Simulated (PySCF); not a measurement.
Excitations are Tamm–Dancoff values on a coarser integration grid. The basis has no diffuse functions, so Rydberg states are missing or too high.

C4H8S, SMILES `C=CCSC` (C–C–C–S torsion 113°, C–C–S–C torsion -66°) (charge 0, multiplicity 1)

All values below come from PySCF with PBE-D3(BJ)/def2-TZVP // PBE0-D4/def2-TZVP.

* **HOMO**: -5.14 eV
* **dipole moment**: 1.25 D
* **LUMO**: -1.02 eV
* **HOMO–LUMO gap**: 4.12 eV
* **S1 excitation (TDA)**: 4.29 eV
* **S1 oscillator strength**: 0.029
* **T1 excitation (TDA)**: 3.97 eV
* **S1–T1 gap (TDA)**: 0.32 eV
* **total energy**: -15104.85 eV
* **cost**: about 2.1 core-minutes (a rough figure)

```xyz
13

C     -1.5751     0.2872     1.0354
C     -1.2089    -0.5030     0.0348
C     -0.4637    -0.0420    -1.1657
S      1.2075    -0.7429    -1.2436
C      1.9422     0.0500     0.1894
H     -1.3682     1.3530     1.0186
H     -2.1002    -0.0995     1.9009
H     -1.4181    -1.5689     0.0818
H     -0.9444    -0.3862    -2.0856
H     -0.4041     1.0489    -1.2046
H      1.3740    -0.1712     1.0941
H      2.0104     1.1309     0.0509
H      2.9487    -0.3562     0.2935
```
